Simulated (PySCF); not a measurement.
# Exercise with solution: chemical shift, span and skew from a shielding tensor

C₄H₅Br, SMILES CC=C=CBr. Atoms are numbered in the order given.

```xyz
10

C     -3.3974     0.0934    -0.3205
C     -2.2583    -0.8732    -0.2228
C     -1.0121    -0.6125    -0.5357
C      0.2267    -0.3474    -0.8456
Br     1.4741     0.3373     0.4076
H     -3.0667     1.0729    -0.6907
H     -4.1772    -0.2933    -0.9966
H     -3.8689     0.2327     0.6659
H     -2.4883    -1.8845     0.1417
H      0.6532    -0.4958    -1.8407
```
Charge 0, spin multiplicity 1.

Geometry optimised at PBE0-D3(BJ)/def2-SVP.

GIAO shieldings from PBE/pcSseg-1 run with PySCF, non-relativistic, no solvent. The symmetric part of the tensor of C4 has the principal values 24.2, 96.2, 137.6 ppm. The same nucleus in TMS has σ = 182.0 ppm at this level (PySCF, at its B3LYP-D3(BJ)/def2-TZVP geometry). Without spin–orbit terms, shifts of atoms bonded to Cl or Br come out too high.

Work out the isotropic shielding, the ¹³C shift against TMS, the span and the skew.


σ(iso) = (σ11 + σ22 + σ33)/3 = 86.0 ppm. δ = σ(ref) − σ(iso) = 182.0 − (86.0) = 96.0 ppm.
Span Ω = σ33 − σ11 = 113.4 ppm. Skew κ = 3(σ(iso) − σ22)/Ω = -0.27. Tumbling in solution averages the tensor to δ; in a static solid the shielding alone would spread this spin-1/2 line over Ω.
